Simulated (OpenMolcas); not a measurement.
**Rh⁺: input and output**

Input:

```
&GATEWAY
Coord
1

Rh 0.0 0.0 0.0
Basis=ANO-RCC-VTZP
Group=XYZ
NoMove
AngMom=0.0 0.0 0.0
AMFI
&SEWARD
&RASSCF
FileOrb=start.orb
Symmetry=1
Spin=3
nActEl=8 0 0
Inactive=9 9
Ras2=6 0
CIRoot=55 55 1
SDav=105
CIMx=300
Iter=120 100
PrWF=0.3
OrbListing=Nothing
MaxOrb=0
Atom
>>> COPY $Project.JobIph JOB001
&RASSCF
FileOrb=start.orb
Symmetry=1
Spin=5
nActEl=8 0 0
Inactive=9 9
Ras2=6 0
CIRoot=15 15 1
SDav=15
CIMx=300
Iter=120 100
PrWF=0.3
OrbListing=Nothing
MaxOrb=0
Atom
CIOnly
>>> COPY $Project.JobIph JOB002
&RASSCF
FileOrb=start.orb
Symmetry=1
Spin=1
nActEl=8 0 0
Inactive=9 9
Ras2=6 0
CIRoot=105 105 1
SDav=105
CIMx=300
Iter=120 100
PrWF=0.3
OrbListing=Nothing
MaxOrb=0
Atom
CIOnly
>>> COPY $Project.JobIph JOB003
&RASSI
NrOfJobIphs=3 55 10 43
1 2 3 4 5 6 7 8 9 10 11 12 13 14 15 16 17 18 19 20 21 22 23 24 25 26 27
28 29 30 31 32 33 34 35 36 37 38 39 40 41 42 43 44 45 46 47 48 49 50 51
52 53 54 55
1 2 3 4 5 6 7 8 9 10
1 2 3 4 5 6 7 8 9 10 11 12 13 14 15 16 17 18 19 20 21 22 23 24 25 26 27
28 29 30 31 32 33 34 35 36 37 38 39 40 41 42 43
IphNames
JOB001
JOB002
JOB003
EJob
SpinOrbit
DIPRint=1.0
SOCoupling=1000.0
Subsets=2
MEES
Property=10
'ANGMOM' 1 'ANGMOM' 2 'ANGMOM' 3 'MLTPL  1' 1 'MLTPL  1' 2 'MLTPL  1' 3
'AMFI' 1 'AMFI' 2 'AMFI' 3 'MLTPL  2' 6
SOProperty=3
'ANGMOM' 1 'ANGMOM' 2 'ANGMOM' 3
```

Launched by
```bash
OMP_NUM_THREADS=1 MOLCAS_MEM=1689 MOLCAS_PROJECT=a pymolcas a.inp > a.log  # once for each step of the input, in one work folder
```

A driver script runs the steps one by one and writes start.orb anew before each from the orbitals found so far, so a CI-only block uses the converged orbitals of the first block.

Output, cut to the results:

```
--- SEWARD ---
Basis set label: RH.ANO-RCC...7S6P4D2F1G.

      Electronic valence basis set:
      ------------------
      Associated Effective Charge  45.000000 au
      Associated Actual Charge     45.000000 au
      Nuclear Model: Point charge

      Shell  nPrim  nBasis  Cartesian Spherical Contaminant
         s      21       7        X
         p      18       6        X
         d      13       4                 X
         f       6       2                 X
         g       4       1                 X
                  Relativistic Douglas-Kroll-Hess integrals:
                    - DKH order of Hamiltonian: 2
                    - DKH order of Properties : 0
                  Atomic mean-field integrals
--- RASSCF ---
Wave function specifications:
      -----------------------------

      Number of closed shell electrons          36
      Number of electrons in active shells       8
      Max number of holes in RAS1 space          0
      Max nr of electrons in RAS3 space          0
      Number of inactive orbitals               18
      Number of active orbitals                  6
      Number of secondary orbitals              44
      Spin quantum number                      1.0
      State symmetry                             1
Orbital specifications:
      -----------------------

      Symmetry species                           1   2
                                                ag  au
      Frozen orbitals                            0   0
      Inactive orbitals                          9   9
      Active orbitals                            6   0
      RAS1 orbitals                              0   0
      RAS2 orbitals                              6   0
      RAS3 orbitals                              0   0
      Secondary orbitals                        21  23
      Deleted orbitals                           0   0
      Number of basis functions                 36  32
      Number of CSFs                           105
      Number of root(s) required                55
      Iter CI   SX   CI       RASSCF       Energy    max ROT     max BLB   max BLB  Level Ln srch  Step   QN
          iter iter root      energy       change     param      element    value   shift minimum  type update
 Nr of preliminary CI iterations:   1
      Total energies have been shifted. Add                -4000.00 au
        1   1    8    0  -780.09401555    0.00E+00  -2.08E-03    7  13 2 -4.45E-03*  0.08   0.00    SX    NO
        2   1    8    0  -780.09404290   -2.74E-05*  1.21E-03    7  13 2  3.16E-03*  0.08   0.00    SX    NO
        3   1    8    0  -780.09405145   -8.55E-06*  6.98E-04    7  13 2 -1.93E-03*  0.08   0.00    SX    NO
        4   1    7    0  -780.09405472   -3.28E-06*  4.27E-04    7  13 2  1.23E-03*  0.08   0.00    SX    NO
        5   1    7    0  -780.09405601   -1.29E-06*  1.67E-04    7  13 2 -7.66E-04*  0.08   0.61    QN   YES
        6   1    4    0  -780.09405685   -8.38E-07*  1.04E-05   15  16 1 -4.29E-06   0.08   1.00    QN   YES
        7   1    4    0  -780.09405685   -6.46E-11  -5.00E-06   15  16 1 -1.37E-06   0.08   2.50    QN   YES
      Convergence after  7 iterations
        8   1    4    0  -780.09405685   -3.64E-12  -5.00E-06    7  13 2  2.11E-07   0.08   2.50    QN   YES
      Natural orbitals and occupation numbers for root  1
      sym 1:   1.994366   1.032094   1.032026   1.965552   1.965266   0.010696
      Natural orbitals and occupation numbers for root  2
      sym 1:   1.994503   1.080329   1.080526   1.916739   1.917258   0.010645
      Natural orbitals and occupation numbers for root  3
      sym 1:   1.394069   1.393038   1.602979   1.604138   1.995328   0.010448
::    RASSCF root number  1 Total energy:  -4780.19911915
::    RASSCF root number  2 Total energy:  -4780.19911915
::    RASSCF root number  3 Total energy:  -4780.19911915
::    RASSCF root number  4 Total energy:  -4780.19911915
::    RASSCF root number  5 Total energy:  -4780.19911915
::    RASSCF root number  6 Total energy:  -4780.19911915
::    RASSCF root number  7 Total energy:  -4780.19911915
::    RASSCF root number  8 Total energy:  -4780.14807173
::    RASSCF root number  9 Total energy:  -4780.14807173
::    RASSCF root number 10 Total energy:  -4780.14807173
::    RASSCF root number 11 Total energy:  -4780.12260688
::    RASSCF root number 12 Total energy:  -4780.12260688
::    RASSCF root number 13 Total energy:  -4780.12260688
::    RASSCF root number 14 Total energy:  -4780.12260688
...
--- RASSI ---
SPIN-FREE ENERGIES:
  (Shifted by EMIN (a.u.) =      -4780.1991191497)

 SF State       Relative EMIN(au)   Rel lowest level(eV)    D:o, cm**(-1)      L_eff

     1             0.0000000000        0.0000000000              0.0000         3.0
     2             0.0000000000        0.0000000000              0.0000         3.0
     3             0.0000000000        0.0000000000              0.0000         3.0
     4             0.0000000000        0.0000000000              0.0000         3.0
     5             0.0000000000        0.0000000000              0.0000         3.0
     6             0.0000000000        0.0000000000              0.0000         3.0
     7             0.0000000000        0.0000000000              0.0000         3.0
    56             0.0294516933        0.8014214012           6463.8995         3.0
    57             0.0294516933        0.8014214012           6463.8995         3.0
    58             0.0294516933        0.8014214012           6463.8995         3.0
    59             0.0294516933        0.8014214012           6463.8995         3.0
    60             0.0294516933        0.8014214012           6463.8995         3.0
    61             0.0294516933        0.8014214012           6463.8995         3.0
    62             0.0294516933        0.8014214012           6463.8995         3.0
    66             0.0478098482        1.3009722447          10493.0488         2.0
    67             0.0478098482        1.3009722447          10493.0488         2.0
    68             0.0478098482        1.3009722447          10493.0488         2.0
    69             0.0478098482        1.3009722447          10493.0488         2.0
    70             0.0478098482        1.3009722447          10493.0488         2.0
     8             0.0510474177        1.3890709993          11203.6132         1.0
     9             0.0510474177        1.3890709993          11203.6132         1.0
...
```

Levels above the lowest, from the spin-orbit matrix, grouped by J:

```tsv
Configuration	Term	J	E (cm⁻¹)	Measured (cm⁻¹)	Term weight %	Second
4d⁸	³F	4	0.0	0.0	100	
4d⁸	³F	3	2488	2401	100	
4d⁸	³F	2	3878	3581	95	5 ¹D
4d⁷ 5s	⁵F	5	6317	16885	99	
4d⁷ 5s	⁵F	4	7894	18540	99	
4d⁷ 5s	⁵F	3	9103	19792	99	
4d⁷ 5s	⁵F	2	9949	20647	99	
4d⁷ 5s	⁵F	1	10485	21180	99	
4d⁸	³P	2	10902		54	42 ¹D
4d⁸	³P	1	13617	10515	99	
4d⁸	³P	0	14003	10761	99	
4d⁸	¹D	2	14258		53	45 ³P
4d⁷ 5s	³F(1)	4	16767	25377	86	11 4d⁸ ¹G
4d⁸	¹G	4	18495	14855	88	11 4d⁷ 5s ³F(1)
4d⁷ 5s	³F(1)	3	19041	27439	97	
4d⁷ 5s	³F(1)	2	20431	28835	97	
4d⁷ 5s	⁵P	3	20898		99	
4d⁷ 5s	⁵P	2	21469		94	3 ³P(2)
4d⁷ 5s	⁵P	1	22258		97	2 ³P(2)
4d⁷ 5s	³G	5	23870		92	6 ³H
4d⁷ 5s	³G	4	24769		89	7 ³H
4d⁷ 5s	³G	3	25868		98	
4d⁷ 5s	³H	6	28749		100	
4d⁷ 5s	³P(1)	2	29117		63	30 ³D
```

Against the 13 measured excited levels shown (NIST Handbook of Basic Atomic Spectroscopic Data) the mean absolute deviation is 6900 cm-1; the largest miss in energy is 4d⁷ 5s ⁵F₂: computed 9949, measured 20647 cm⁻¹ (-51.8 %), and the largest in proportion 4d⁷ 5s ⁵F₅ (-62.6 %). Levels of one J stand in another order than measured, so their pairing by name is doubtful.

Without dynamic correlation excited terms often stand tens of per cent too high (terms of higher spin than the ground term too low), and those without a measured partner can miss by more than the paired ones. Some levels mix across a computed gap that differs much from the measured one, so their mixing is not that of the real levels. Terms from blocks run as CI alone lack orbitals of their own. A single d shell beside an s shell can misplace configurations of different d count against each other. Measured partners are found by configuration, term and J. A level has none where our copy of the source lacks it or the pairing is in doubt (some pairs that miss far off the trend of their configuration count as doubtful), and it then counts in no deviation. Levels of configurations outside the active space are missing. The first state left out of the spin-orbit step lies near 45000 cm-1 above the lowest spin-free state of the reference (among the parities and spins computed), and the list stops at four fifths of that energy or lower. The table shows the lowest 24 of 36 levels.

The term weight is that of the spin-free term in the level, not the purity of its configuration. A number in round brackets counts repeated terms of one configuration in the order of the reference energies.
